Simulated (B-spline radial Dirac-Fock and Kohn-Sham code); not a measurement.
# Kohn-Sham estimates against Dirac-Fock for the levels of Zn

System: atomic zinc, configuration [Ar] 3d10 4s1 4p1 (not the ground configuration).

The density-functional columns are spherical, spin-unpolarised Dirac-Kohn-Sham results without Breit or QED terms: −ε is minus the orbital energy of the initial state and ΔSCF the difference of two total energies. The reference in the last column comes from Dirac-Fock energy differences between relaxed states, corrected for Breit and QED terms. All numbers are from an atomic code on a B-spline grid, in eV; a selection of levels is shown. The Kohn-Sham columns are given as differences from the reference. For the 1s level of heavy atoms much of the gap between ΔSCF and the reference is the Breit and QED part, -18.1 eV here; for other levels the error of the functional can be larger.

| level | LDA −ε − DF | LDA ΔSCF − DF | Dirac-Fock |
| --- | --- | --- | --- |
| 1s | -161.7 | +17.7 | 9668.5 |
| 2s | -50.3 | -24.9 | 1208.1 |
| 2p1/2 | -32.6 | -0.7 | 1053.7 |
| 2p3/2 | -33.0 | -1.9 | 1030.4 |
| 3p1/2 | -14.5 | -6.0 | 102.0 |
| 3p3/2 | -14.5 | -6.1 | 99.01 |
| 3d3/2 | -4.0 | +3.5 | 16.80 |
| 3d5/2 | -4.0 | +3.5 | 16.47 |
| 4s | -2.3 | +1.5 | 9.92 |
| 4p | -2.0 | +0.7 | 4.27 |

Values without a named source are computed, but for edge energies of neutral atoms, which are taken from tables.
